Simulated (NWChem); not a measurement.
Species: SiNH5Se; SMILES N[Se][SiH3]

```xyz
8

Se     0.4449     0.5487     0.0000
N     -1.3569     1.0936     0.0000
H     -1.5092     1.6759    -0.8225
H     -1.5092     1.6759     0.8225
Si    -0.1356    -1.6595     0.0000
H      1.1447    -2.4328     0.0000
H     -0.9288    -1.9981    -1.2177
H     -0.9288    -1.9981     1.2177
```
Atoms are numbered in this order, from 1.

All runs: NWChem. Coordinates come from a PBE0/def2-SVP optimisation. B3LYP is NWChem's, with the RPA form of VWN correlation. Ions are spin-unrestricted doublets at the neutral geometry; other ion states weren't tried.

Problem. Predict the results for B3LYP/def2-SVP. Quantities: −ε(HOMO) (eV).

Solution. 
```json
{
 "−ε(HOMO) (eV)": "6.39"
}
```
